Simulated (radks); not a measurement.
Ionisation of neutral helium, [He], to 1s1 as the strength of local exchange is varied. All-electron calculation, scalar-relativistic Kohn-Sham, Slater X-alpha exchange (alpha = 2/3 is LDA exchange), no correlation, spin-polarised, spherical densities, point nucleus. Program: a radial shooting solver on a logarithmic mesh with Libxc functionals.

alpha  E(He) (hartree)  exchange (hartree)  IE (eV)  -e of the level emptied (eV)  <r> of it (bohr)
0.551         -2.57823            -0.68176   20.540                   12.225 (1s)             1.010
0.625         -2.67078            -0.79010   21.511                   13.391 (1s)            0.9853
0.632         -2.67964            -0.80055   21.605                   13.504 (1s)            0.9830
0.638         -2.68725            -0.80954   21.685                   13.601 (1s)            0.9811
0.667         -2.72419            -0.85334   22.075                   14.073 (1s)            0.9719
0.697         -2.76274            -0.89929   22.483                   14.570 (1s)            0.9625
0.73          -2.80551            -0.95059   22.937                   15.125 (1s)            0.9525

NIST Atomic Spectra Database: 24.587 eV (measured). The central value is not met in this range of alpha.
